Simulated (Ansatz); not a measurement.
`C=[N][GeH2][CH3]` + `[OH][AlH][Cl]` → `C[O][AlH][Cl]` + `C=[N][GeH3]`  (substitution at a C–Ge bond)

Calculated with Ansatz (gas phase, PBE0-D4/def2-TZVP geometries, no zero-point term in ΔE). CCSD(T)/CBS is the MP2 limit (def2-TZVPP, def2-QZVPP) plus CCSD(T) − MP2 in def2-TZVPP, frozen cores. This one scheme is used for every species. For Ge outer-core shells are correlated without core-valence functions, which leaves a few kJ/mol of doubt a bond. Scalar relativity is left out up to krypton. One conformer a species, not always the lowest.

`C=[N][GeH2][CH3]`:

Z-matrix (Å, degrees):
```
Ge
N 1 1.866
C 1 1.944 2 107.3
H 1 1.550 2 109.2 3 121.5
H 1 1.539 2 106.8 3 -119.5
C 2 1.257 1 119.6 3 -121.9
H 3 1.091 1 110.1 2 63.5
H 3 1.091 1 109.6 2 -56.1
H 3 1.091 1 110.6 2 -176.1
H 6 1.103 2 124.9 1 -0.7
H 6 1.097 2 119.8 1 179.3
```

`[OH][AlH][Cl]`:

```xyz
5

O     0.305   -1.182   -0.412
Al    0.087    0.463   -0.128
Cl   -1.079    1.094    1.496
H    -0.074   -1.876    0.126
H     0.762    1.501   -1.083
```

`C[O][AlH][Cl]`:

Cartesian coordinates in Å:
```
C -0.571 -0.085 1.156
O -0.189 0.653 0.030
Al 0.625 0.350 -1.400
Cl 1.333 -1.587 -1.774
H -1.660 -0.062 1.264
H -0.253 -1.132 1.095
H -0.131 0.356 2.056
H 0.845 1.508 -2.427
```

`C=[N][GeH3]`:

```xyz
8

C     0.841   -0.696    1.071
N     0.402    0.440    0.757
Ge   -0.636    0.626   -0.779
H     0.662   -1.624    0.503
H     1.452   -0.810    1.974
H    -0.806   -0.744   -1.475
H     0.082    1.619   -1.702
H    -1.997    1.189   -0.349
```

```tsv
species	HF/def2-TZVPP energy (Eh)
`C=[N][GeH2][CH3]`	-2209.66376
`[OH][AlH][Cl]`	-777.63491
`C[O][AlH][Cl]`	-816.66598
`C=[N][GeH3]`	-2170.60268
```

Problem. Work out ΔE.

Solution. ΔE = (-816.66598) + (-2170.60268) − (-2209.66376) − (-777.63491) = 0.03001 Eh = +78.8 kJ/mol. CCSD(T)/CBS gives +98.2 kJ/mol.

Largest T1 diagnostic among the species: 0.013.

In def2-TZVPP, CCSD(T) changes the Hartree–Fock value by +17.1 kJ/mol (the triples alone add +1.4 kJ/mol) and MP2 by +25.6 kJ/mol.
